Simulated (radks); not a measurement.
Problem. The arsenic anion As3-, [Kr], held by a Watson sphere: a shell of charge +4.21 at radius R that stands for the Madelung well of a crystal (potential energy -4.21/R inside, -4.21/r outside, in hartree with lengths in bohr). Method: scalar-relativistic Kohn-Sham, LDA (Slater exchange, Perdew-Wang correlation), spin-polarised, spherical densities, finite nucleus; Fermi nuclear charge, rms radius of each element as measured or else 0.836 A^(1/3) + 0.57 fm; computed with a radial shooting solver on a logarithmic mesh with Libxc functionals. Response by self-consistent Sternheimer equations with the Hartree and adiabatic LDA kernel, the relativistic mass of each level held fixed and spin-orbit coupling left out. The sphere does not respond.

| R (bohr) | e(3d) (eV) | e(4s) (eV) | e(4p) (eV) | <r> 4p (bohr) | sum of <r^2> (bohr^2) | X-ray form factor at sin(theta)/lambda = 0.1 1/angstrom | alpha (bohr^3) |
|---|---|---|---|---|---|---|---|
| 3.3 | -45.783 | -21.989 | -13.891 | 2.719 | 70.96 | 31.853 | 50.44 |
| 3.44 | -45.404 | -21.395 | -13.375 | 2.775 | 73.34 | 31.766 | 55.91 |
| 4.57 | -43.078 | -17.883 | -10.060 | 3.202 | 93.31 | 31.184 | 122.7 |
| 5.18 | -42.193 | -16.671 | -8.781 | 3.417 | 104.9 | 30.954 | 180.9 |

Estimate the row for R = 4.4 bohr.

Solution. e(3d) (eV) -43.364; e(4s) (eV) -18.291; e(4p) (eV) -10.473; <r> 4p (bohr) 3.140; sum of <r^2> (bohr^2) 90.20; X-ray form factor at sin(theta)/lambda = 0.1 1/angstrom 31.258; alpha (bohr^3) 109.6.
